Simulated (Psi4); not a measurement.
## Which level was it?

BSiH3Cl2O: 8 atoms, total charge 0, spin state singlet. As SMILES, `[SiH3]OB(Cl)Cl`. The shape was relaxed beforehand at PBE0/def2-TZVP.

```xyz
8

Si   -0.3989   -0.2726    1.1335
O    -0.1764    0.6825   -0.2163
B     0.2954    0.4325   -1.4372
Cl    0.8506   -1.1800   -1.8892
Cl    0.3720    1.7154   -2.6249
H    -0.9778    0.6173    2.1625
H     0.9081   -0.8089    1.5788
H    -1.3322   -1.3754    0.8067
```

Orbital energies are those of the mean-field step.

A calculation with Psi4 1.11 gave:

```
total energy  : -1312.0920 Eh
dipole moment : 1.72 D
HOMO energy   : -8.70 eV
LUMO energy   : -0.79 eV
HOMO–LUMO gap : 7.91 eV
```

Question: Which of these levels gave the numbers?
A. B3LYP-D4/def2-TZVPP (density fitting)
B. CCSD(T)/def2-TZVPP (density fitting, density fitting for correlation)
C. PBE-D4/def2-TZVPP (density fitting)
D. PBE0-D4/def2-TZVP (density fitting)

Answer: A. The others give -1311.3766 Eh (PBE-D4/def2-TZVPP (density fitting)), -1310.4072 Eh (CCSD(T)/def2-TZVPP (density fitting, density fitting for correlation)), -1311.4864 Eh (PBE0-D4/def2-TZVP (density fitting)).
